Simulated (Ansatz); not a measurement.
Molecule: CH3Se, charge -1, multiplicity 1. 
Geometry from a B3LYP-D3(BJ)/def2-TZVP (Ansatz, a first-principles code) optimisation:
```xyz
5

C     -1.5501     0.0161    -0.0333
Se     0.4446    -0.0046     0.0095
H     -1.9271    -0.5961    -0.8570
H     -1.9249     1.0344    -0.1674
H     -1.9625    -0.3779     0.8995
```
Charge -1, spin multiplicity 1.

Basis-set convergence of Hartree-Fock and CCSD correlation energies (hartree) with Ansatz. Valence correlation only, unless marked. Spin-orbit coupling is left out. The frozen core is the preceding noble-gas configuration, with the filled d and f shells of earlier blocks. No relativistic terms. This anion needs diffuse functions, which these sets lack.

```tsv
basis	functions	E(HF)	E(corr, CCSD)
cc-pVDZ	56	-2439.42513	-0.29426
cc-pVTZ	115	-2439.52506	-0.37133
cc-pVQZ	213	___	___
```

### Question
What belongs in the gaps?

### Answer

- cc-pVQZ, E(HF): -2439.53396
- cc-pVQZ, E(corr, CCSD): -0.39552
